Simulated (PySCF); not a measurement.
C3H12NOSi2 (doublet state).
Structure used (GFN2-xTB), in Å, numbered top down from 1:
```
atom  x, y, z in Å
C1    -3.477   -0.190   -0.486
N2    -2.613   -0.063    0.656
Si3   -0.947    0.421    0.568
Si4    0.104   -0.755   -1.079
C5     1.908   -0.446   -0.535
O6     1.827    0.638    0.371
C7     3.051    1.017    0.935
H8    -2.880   -0.477   -1.350
H9    -3.998    0.745   -0.725
H10   -4.229   -0.963   -0.311
H11   -3.135    0.132    1.496
H12   -0.628    0.334    2.004
H13    0.089   -2.184   -1.488
H14   -0.105   -0.073   -2.376
H15    2.561   -0.189   -1.377
H16    2.354   -1.318   -0.040
H17    2.844    1.842    1.615
H18    3.758    1.347    0.163
H19    3.506    0.188    1.493
```

The hyperfine couplings belong to this conformer and change with its torsions.

As a line formula: `O(C)C[SiH2][SiH]NC` [radical].

Computed, not measured: UKS B3LYP, pcH-1 on C H N O Si, non-relativistic, mean-field spin-orbit, GIAO (PySCF). The structure is a single GFN2-xTB conformer in the gas phase; no vibrational or solvent corrections. The geometry wasn't refined by DFT: couplings that depend on bond lengths, twists or pyramidal angles can differ widely from those at the functional's own minimum, by a factor of two or more for some ions and for spin on atoms past the first row. The SCF solution wasn't tested for stability.

Problem. Break the g tensor into its mass correction, gauge correction and orbital-Zeeman/spin–orbit terms.

Solution. 
| Δg (ppm) | 1 | 2 | 3 |
| --- | --- | --- | --- |
| relativistic mass correction | -158 | -158 | -158 |
| gauge correction | -2 | 56 | 44 |
| orbital Zeeman/spin–orbit | 303 | 546 | 1701 |
| total | 144 | 443 | 1587 |

So g = 2.00246, 2.00276, 2.00391 and g_iso = 2.00304; the tensor is rhombic: the two nearest values differ by 21 % of g3 − g1. Axes: g2 points within 15° of the N2–H11 bond.

Problem. At 93.957 GHz, how far is the centre of the isotropic spectrum from where a free electron (g = 2.002319) resonates?

Solution. B = hν/(g μB) with μB/h = 13.99624 MHz/mT gives 3352.62 mT for the free electron and 3351.41 mT at g_iso, 1.21 mT lower.

Problem. How much does each term add to the isotropic shift?

Solution. The orbital-Zeeman/spin–orbit term 850, the mass correction -158 and the gauge correction 33 ppm, for a total of 725 ppm. The orbital-Zeeman/spin–orbit term is the largest in size. The mass correction is the same along every axis, so the anisotropy comes from the other two: their spans along these axes are 57 (gauge) and 1398 ppm (orbital Zeeman/spin–orbit).

Problem. In a frozen sample, at which fields do the three g values resonate at 9.5, 34, 94 and 263 GHz (hyperfine left aside), and which band first spreads them over more than twice a line width of 0.3 mT?

Solution. 
```
band    GHz  B(g3) mT  B(g2) mT  B(g1) mT  spread mT
   X    9.5    338.72    338.91    338.96       0.24
   Q   34.0   1212.24   1212.94   1213.12       0.87
   W   94.0   3351.50   3353.41   3353.91       2.42
   J  263.0   9377.06   9382.42   9383.82       6.76
```

The spread grows in proportion to the frequency. Q band is the first where it exceeds 0.6 mT.

The largest Mulliken spin populations are on Si3 (+0.69), N2 (+0.18) and Si4 (+0.08). The angles at Si3 add up to 332.7°, so it is pyramidal.

The HOMO–LUMO gaps are 4.19 eV among the α and 4.79 eV among the β orbitals.
